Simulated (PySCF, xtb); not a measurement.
1-fluoro-1-methylcyclobutane (C₅H₉F), SMILES CC1(F)CCC1.

xtb with GFN2-xTB at its own geometry gives an orbital gap of 11.90 eV and a dipole moment of 2.35 D.

Geometry: PBE0-D3(BJ)/def2-SVP.

Question: What does ωB97X/def2-TZVP (PySCF) give? (The exact figures need the calculation; the answer reports its results.)

Answer: gap 14.05 eV (levels -10.93 and 3.11 eV), dipole 1.78 D.
